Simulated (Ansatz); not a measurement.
`[AlH2][BH][GeH3]` + CH₃NH₂ → `CN[BH][AlH2]` + GeH₄ at 298.15 K and 1 bar (cleavage of the B–Ge bond).

Calculated with Ansatz (gas phase, PBE0-D4/def2-TZVP geometries, no zero-point term in ΔE). CBS: MP2 limit from def2 TZ/QZ plus the TZ coupled-cluster correction, frozen cores. For Ge outer-core shells are correlated without core-valence functions, which leaves a few kJ/mol of doubt a bond. Scalar relativity is left out up to krypton. One conformer a species, not always the lowest.

| species | CCSD(T)/CBS energy (Eh) | H − E (kJ/mol) | S (J/(mol·K)) |
| --- | --- | --- | --- |
| `[AlH2][BH][GeH3]` | -2346.45558 | 145.4 | 350.6 |
| CH₃NH₂ | -95.75281 | 180.0 | 240.4 |
| `CN[BH][AlH2]` | -363.77062 | 234.0 | 331.9 |
| GeH₄ | -2078.49493 | 88.5 | 217.3 |

H − E and S are ideal-gas, rigid-rotor, harmonic terms from PBE0-D4/def2-TZVP, for one conformer and one mirror image of each species. 1 Eh = 2625.50 kJ/mol, R = 8.31446 J/(mol·K).

Question: By hand: ΔE, ΔH, ΔS and ΔG.

Answer: ΔE = (-363.77062) + (-2078.49493) − (-2346.45558) − (-95.75281) = -0.05716 Eh = -150.1 kJ/mol. Δ(H − E) = 234.0 + 88.5 − 145.4 − 180.0 = -2.9, so ΔH = -153.0 kJ/mol. ΔS = 331.9 + 217.3 − 350.6 − 240.4 = -41.8 J/(mol·K). ΔG = -153.0 − 298.15 × (-41.8)/1000 = -140.5 kJ/mol.

Question: By hand: the equilibrium constant, and the temperature at which ΔG would vanish if ΔH and ΔS stayed fixed.

Answer: log₁₀ K = −ΔG/(RT ln 10) = 24.6. ΔG = 0 at ΔH/ΔS = 3660 K, far beyond where these terms or the molecules hold.

ΔH outweighs TΔS. A doubt of 5 kJ/mol in ΔE shifts log₁₀ K by 0.9 here. Other conformers and mirror images would add mixing entropy, several J/(mol·K) or more a flexible species. Modes under 60 cm⁻¹, often nearly free rotors, make the harmonic entropy too high. These are equilibria of isolated gas molecules and say nothing of rates. Largest T1 diagnostic: 0.014 (customary marks: 0.02 for closed shells, 0.045 for open ones).
